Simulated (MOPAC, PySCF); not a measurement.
CH₆B₂O, SMILES `OBCB`, neutral singlet in the gas phase. 

Cartesian coordinates (Å):
```xyz
10

B     -1.4278    -0.3893     0.2614
C     -0.1749    -0.2315    -0.6318
B      0.8312     0.7480     0.0964
O      1.9867     0.3261     0.6655
H     -2.2141     0.5023     0.3612
H     -1.6065    -1.3794     0.9037
H     -0.4529     0.3091    -1.5461
H      0.3077    -1.1795    -0.8833
H      0.6086     1.9165     0.1847
H      2.1420    -0.6224     0.5883
```
Charge 0, spin multiplicity 1.

All levels are single points at this geometry (B3LYP-D3(BJ)/def2-TZVP); Pople sets use spherical d functions. Orbital energies aren't observables, and empty levels follow the basis.

HF/STO-3G in PySCF gives HOMO (eV) = -10.21.

**Question.** Estimate the HOMO (eV) from each of these levels: B3LYP-D3(BJ)/def2-TZVP in PySCF; M06-2X/def2-TZVP in PySCF; PBE-D3(BJ)/def2-TZVP in PySCF; B3LYP/3-21G in PySCF; B3LYP/6-31G* in PySCF; PBE/6-31G* in PySCF; SVWN5/6-31G* in PySCF; HF/3-21G in PySCF; HF/6-31G* in PySCF; PM3 in MOPAC; PM6 in MOPAC; PM7 in MOPAC.

**Answer.** 
```csv
level,HOMO (eV)
B3LYP-D3(BJ)/def2-TZVP in PySCF,-8.50
M06-2X/def2-TZVP in PySCF,-9.97
PBE-D3(BJ)/def2-TZVP in PySCF,-7.32
B3LYP/3-21G in PySCF,-8.19
B3LYP/6-31G* in PySCF,-8.20
PBE/6-31G* in PySCF,-7.01
SVWN5/6-31G* in PySCF,-7.08
HF/3-21G in PySCF,-11.97
HF/6-31G* in PySCF,-11.97
PM3 in MOPAC,-11.65
PM6 in MOPAC,-10.63
PM7 in MOPAC,-10.84
```
